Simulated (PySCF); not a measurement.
Peak assignment

Atom-mapped SMILES (the numbers label the heavy atoms): `[CH3:1][CH:2]([CH3:3])[O:4][Si@@H:5]([OH:6])[SiH2:7][Cl:8]`. Hydrogens are named by the atom that carries them. Ha(Si7) is pro-R; Hb(Si7) is pro-S.

Calculated, not measured (PySCF 2.14): GFN2-xTB geometry, GIAO PBE0/pcSseg-1 shieldings. Averaged over atoms made equivalent by symmetry, fast rotation or ring inversion, one conformer, no solvent model, no relativistic terms.

δ = σ(ref) − σ, references computed at the same level: ¹³C and ¹H vs TMS.

Problem. Assign these signals to the numbered atoms. ¹³C{¹H} NMR (computed): δ 66.1, 28.0, 27.4.

Solution. 
66.1 → C2, sp3 CH bonded to O: the inductive effect lowers its shielding
28.0 → C3, methyl carbon: a saturated carbon with 1 carbon neighbour and no heteroatom attached
27.4 → C1, methyl carbon

C3 and C1 lie closer than the usual error of such a calculation, so a measured spectrum could show them in the other order.

Problem. Assign these signals to the numbered atoms. ¹H NMR (300 MHz, computed): δ 5.58 (m, 1H), 5.27 (m, 1H), 5.09 (m, 1H), 4.22 (m, 1H), 1.83 (br s, 1H), 1.37 (d, 3H), 1.26 (d, 3H).

Solution. 
```tsv
δ (ppm)	atoms	environment	reason
5.58	H(Si5)	hydrogen on a silicon bonded to 2 O, Si	–
5.27	Ha(Si7)	hydrogen on a silicon bonded to Cl, Si	–
5.09	Hb(Si7)	hydrogen on a silicon bonded to Cl, Si	–
4.22	H(C2)	hydrogen on an sp3 CH bonded to O	its carbon carries O, hence the downfield position
1.83	H(O6)	hydrogen on an oxygen bonded to Si	labile proton, position sensitive to the medium
1.37	H(C3)	hydrogen on a methyl carbon	–
1.26	H(C1)	hydrogen on a methyl carbon	–
```

H(C3) and H(C1) lie closer than the usual error of such a calculation, so a measured spectrum could show them in the other order.

OH/NH shifts are gas-phase values; hydrogen bonding in solution moves them, usually downfield. Shifts are as computed. Against solution values, carbons near 30 ppm lie about +3 ppm off and those near 130 ppm about +5 ppm. Of 1211 compounds with measured shifts, 218 miss one by over three times the rms of a fit or turn the order of signals round; such compounds aren't used in these exercises. Multiplicities follow the n + 1 count of equivalent neighbours, as no J values were calculated; m marks all less simple cases, F and P coupling included.
